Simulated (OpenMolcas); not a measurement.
# W4+: moving or changing the point charges

W4+ among 4 point charges of -2.5 e arranged as a tetrahedron (Td), 2.02 Å from the ion.
```
   1.1662    1.1662    1.1662  -2.50
   1.1662   -1.1662   -1.1662  -2.50
  -1.1662    1.1662   -1.1662  -2.50
  -1.1662   -1.1662    1.1662  -2.50
```

| Quantity | Value |
| --- | --- |
| Program | OpenMolcas |
| Method | SS-CASPT2, IPEA 0.25 Eh, imaginary shift 0.1 Eh (closed shells correlated: 4f 5s 5p) |
| Basis | ANO-RCC-VDZP [7s6p4d2f1g] |
| Scalar Hamiltonian | DKH2, point nucleus |
| Active space | 2 electrons in 5 orbitals (5d) |
| State averaging | 2S+1 = 3 even, 10 roots; 2S+1 = 1 even, 15 roots |
| Spin-orbit coupling | state interaction with AMFI integrals over the reference wave functions |

Runs around this geometry, states (labels of Td). Energies in cm-1 above the lowest state or level, χT in cm3 K/mol.

| R (Å) | q (e) | Ground state | First state of that spin | First gap with spin-orbit (degeneracies) | χT at 300 K | First state of another spin |
| --- | --- | --- | --- | --- | --- | --- |
| 2.02 | -1.25 | 3A2 | 3T2 3290 | 1580 (3, 2) | 0.109 | 1E 9810 |
| 2.02 | -2.5 | 3A2 | 3T2 5020 | 2710 (3, 2) | 0.067 | 1E 9690 |
| 2.23 | -2.5 | 3A2 | 3T2 3700 | 1780 (3, 2) | 0.093 | 1E 9750 |

Taking the first state of the same spin as R^-n, n = -ln(3700 / 5020) / ln(2.23 / 2.02) = 3.1 between the shortest and longest distance.

Scaling the charges by -1.25 / -2.5 = 0.50 scales the first state of the same spin by 3290 / 5020 = 0.66; with fixed orbitals a first-order splitting would follow the charge.

Roots that are degenerate in the reference are averaged as groups; the widest CASPT2 spread within a group is 280 cm-1 (the 3-fold group of multiplicity 3 near 8720 cm-1 above the lowest state of its run, R = 2.02, q = -2.5). Shifts and gaps below about the spread of the groups concerned are not significant. Free-ion shares, where given, are those of the reference states; single-state CASPT2 does not remix them. Spin-orbit coupling mixes the spin-free states strongly: the lowest level takes only 43 % from its leading state, 3A2 (figures for R = 2.02, q = -1.25; the like holds for R = 2.02, q = -2.5, R = 2.23, q = -2.5). Point charges carry no covalency, so the field is a model and not that of real ligands. No measured value stands beside these numbers.
